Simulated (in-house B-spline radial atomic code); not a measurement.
Results of a calculation; reference values are marked as such.
Sr in an electron gas of r_s = 3.6: phase shifts, screening and friction

A nucleus sits in a uniform electron gas with a rigid positive background. The Kohn-Sham equations are solved self-consistently in the spin-unpolarised LDA (PW92), non-relativistic, on B-splines with outgoing waves at the boundary and partial waves to l = 8. The model has no lattice, no bands and no magnetic solution. Atomic units; δ_l are the phase shifts at the Fermi level, counted so that each bound state adds π, and good to about 0.0005.

The density parameter is r_s = 3.6 bohr.

```json
{"l": "0", "δ_l (rad)": "12.4929"}
{"l": "1", "δ_l (rad)": "9.5024"}
{"l": "2", "δ_l (rad)": "3.7773"}
{"l": "3", "δ_l (rad)": "-0.0234"}
{"l": "4", "δ_l (rad)": "-0.0039"}
{"l": "5", "δ_l (rad)": "0.0001"}
{"l": "6", "δ_l (rad)": "-0.0002"}
{"l": "7", "δ_l (rad)": "0.0000"}
{"l": "8", "δ_l (rad)": "-0.0001"}
```

Bound levels below the band bottom (hartree): s -11.48, p -9.011, d -4.522, s -1.174, p -0.5687 and deeper ones.

Problem. Check the Friedel sum rule, and say where the screening charge sits.

Solution. k_F = (9π/4)^(1/3)/r_s = 0.53310. The rule is Z = (2/π) Σ (2l + 1) δ_l. The terms are s 7.953, p 18.148, d 12.024, f -0.104 and -0.024 beyond, in all 37.996 against Z = 38. Bound states hold 8 s, 18 p, 10 d electrons, so the scattering states carry 2.00 in all.

Problem. Find the transport cross section and the electronic stopping of a 10 keV Sr ion (mass 87.62 u).

Solution. σ_tr = (4π/k_F²) Σ (l + 1) sin²(δ_l − δ_(l+1)). The terms for l = 0 to 3 are 0.0227, 0.5609, 1.1251, 0.0015, all together 1.7103, so σ_tr = 44.217 × 1.7103 = 75.624 bohr². With n = 3/(4π r_s³) = 0.005117, the friction coefficient is Q = n k_F σ_tr = 0.2063. For v well below v_F = 0.533, dE/dx = Q v; with 24801 eV per u at v = 1, v = √(10000/(24801 × 87.62)) = 0.0678, so dE/dx = 0.01399 hartree/bohr = 7.2 eV/nm. The largest term couples the d and f waves.
